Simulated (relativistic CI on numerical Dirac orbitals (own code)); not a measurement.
One change at a time: Tc¹⁹⁺

Base calculation: Dirac-Coulomb-Breit CI, orbitals from a KLI potential per configuration, model QED, unscaled Slater integrals.

CI space (outside the closed core [Ne]): 3s²3p⁶3d⁶, 3s²3p⁵3d⁷, 3s²3p⁴3d⁸, 3s3p⁶3d⁷, 3p⁶3d⁸, 3s3p⁵3d⁸, 3s²3p⁶3d⁵4s, 3s²3p⁶3d⁵4p, 3s²3p⁶3d⁵4d, 3s²3p⁶3d⁵4f, 3s²3p⁴3d⁷4s, 3s²3p⁵3d⁶4s, 3s²3p⁶3d⁴4s², 3s²3p⁴3d⁷4p, 3s²3p⁶3d⁴4s4p, 3s²3p⁵3d⁶4p, 3s²3p⁶3d⁵5s, 3s²3p⁶3d⁴4p², 3s3p⁵3d⁷4s, 3s²3p⁶3d⁵5p, 3s²3p⁶3d⁴4s4d, 3s²3p⁶3d⁵5d, 3s3p⁵3d⁷4p, 3s3p⁶3d⁶4s, 3s²3p⁶3d⁵5f, 3s²3p⁵3d⁵4s², 3s3p⁶3d⁶4p, 3p⁶3d⁷4s, 3s²3p⁶3d⁵6p. Levels of other configurations are missing.

Variants: (1) non-relativistic limit; (2) one mean potential for all configurations. Shifts of the energy above 3s²3p⁶3d⁶ ⁵D4, in cm⁻¹, for the lowest level and the first level of each name with at least 55 % of one term (blank where a level changes its place among those of its configuration and J or its character, or is not in the variant):

```tsv
Level	Base	Δ(1)	Δ(2)
3s²3p⁶3d⁶ ⁵D4	0.0	0.0	0.0
3s²3p⁶3d⁶ ⁵D3	18594.4	-18594.4	+14.9
3s²3p⁶3d⁶ ⁵D2	21370.2	-21370.2	+5.8
3s²3p⁶3d⁶ ⁵D1	29644.3	-29644.3	+17.3
3s²3p⁶3d⁶ ⁵D0	31481.7	-31481.7	+16.7
3s²3p⁶3d⁶ ³P2	75632.7	-5966.5	+6.0
3s²3p⁶3d⁶ ³H6	83076.9	-8042.4	-5.7
3s²3p⁶3d⁶ ³H5	83822.9	-8788.5	-9.3
3s²3p⁶3d⁶ ³F3	93554.1	-16107.1	-2.0
3s²3p⁶3d⁶ ³F2	96662.4	-19215.4	-3.5
3s²3p⁶3d⁶ ³H4	104286.6		+10.8
3s²3p⁶3d⁶ ³P1	117202.4	-47536.2	+17.9
3s²3p⁶3d⁶ ³G5	117468.1	-27508.4	+12.3
3s²3p⁶3d⁶ ³G4	120749.3	-30789.7	+5.0
3s²3p⁶3d⁶ ³D2	126026.5	-15282.2	-1.9
3s²3p⁶3d⁶ ³G3	128615.2	-38655.5	+13.2
3s²3p⁶3d⁶ ³D3	133750.9	-23006.7	+1.4
3s²3p⁶3d⁶ ³D1	136499.0	-25754.7	+13.4
3s²3p⁶3d⁶ ¹I6	139111.2	-26207.2	+5.4
3s²3p⁶3d⁶ ¹G4	154590.1	-44415.6	+19.5
3s²3p⁶3d⁶ ³P0	161968.5		+3.0
3s²3p⁶3d⁶ ¹D2	164348.5	-36036.0	+13.1
```

At this charge energies of transitions that change n are usually good to better than 1 %, and those within a shell (Δn = 0) to a few per cent. Terms inside the open d or f shell come out 10 to 20 % too wide with unscaled integrals.

Ionisation energy from the two ground configurations alone: base 829.555 eV. The NIST ASD value (theoretical) is 829 eV.

LS names give the leading component of a level, which can be under half, so a name can repeat, a term be missing and a line seem to break the LS rules.
